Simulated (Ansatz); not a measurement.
A run of Ansatz (development build ahead of 0.2.0) on triplet CH₃Br at this shape:

```xyz
5

C    -0.0001   -0.0003   -1.5111
Br   -0.0001    0.0000    0.4186
H     0.0000   -1.0395   -1.8583
H    -0.9004    0.5199   -1.8581
H     0.9003    0.5200   -1.8580
```

Its results:

```yaml
Converged: yes
Reference_energy: -2611.47135 hartree
Correlation_energy: -0.36242 hartree
Total_energy: -2611.83377 hartree
Spin_squared_of_the_determinant: 2.015
Stability_test: minimum
```

Forces (eV/Å):
| atom | Fx | Fy | Fz |
| --- | --- | --- | --- |
| C1 | -0.015 | -0.579 | -7.201 |
| Br2 | 0.002 | 0.126 | 7.637 |
| H3 | 0.005 | -0.006 | -0.200 |
| H4 | -0.088 | 0.231 | -0.118 |
| H5 | 0.095 | 0.229 | -0.119 |

Which input gives this output? Name the method, the orbitals and the basis set, and write the input.

UHF-MP2 in def2-SVP.

```yaml
crystal:
  periodic: [false, false, false]
  atoms:
    - { symbol: C, position_ang: [-5.0e-05, -0.00028, -1.51108] }
    - { symbol: Br, position_ang: [-0.00011, -4.0e-05, 0.41859] }
    - { symbol: H, position_ang: [4.0e-05, -1.03953, -1.85828] }
    - { symbol: H, position_ang: [-0.90041, 0.51987, -1.85815] }
    - { symbol: H, position_ang: [0.90029, 0.52002, -1.85801] }
basis:
  gaussian: { orbitals: def2-SVP }
magnetization:
  spin_polarized: true
  initial_magnetization: 2
hamiltonian:
  xc: hf
correlation:
  method: mp2
  frozen_orbitals: { Br: 9, C: 1, H: 0 }
output:
  forces: true
```

Caution: another spin multiplicity may lie lower; the determinant breaks the point group.
